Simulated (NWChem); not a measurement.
System: C$_{4}$H$_{3}$S, doublet; SMILES [c]1ccsc1

In the optimisation the excess spin sits in a' (Cs, its own frame). B3LYP is NWChem's, with the RPA form of VWN correlation.

Question: Give the equilibrium geometry at B3LYP/6-31G* (spherical d), spin-unrestricted (NWChem) as a list of bonds and angles, with the point group.

Answer: point group Cs; any orientation.
Bonds (Å): C1–C2 1.348, C1–C5 1.418, C2–S3 1.759, C2–H6 1.080, S3–C4 1.739, C4–C5 1.371, C4–H7 1.083, C5–H8 1.083. Bond angles (°): C2–C1–C5 117.8, C1–C2–S3 108.1, C1–C2–H6 131.3, S3–C2–H6 120.6, C2–S3–C4 91.9, S3–C4–C5 112.3, S3–C4–H7 119.7, C5–C4–H7 128.0, C1–C5–C4 109.8, C1–C5–H8 125.6, C4–C5–H8 124.6.
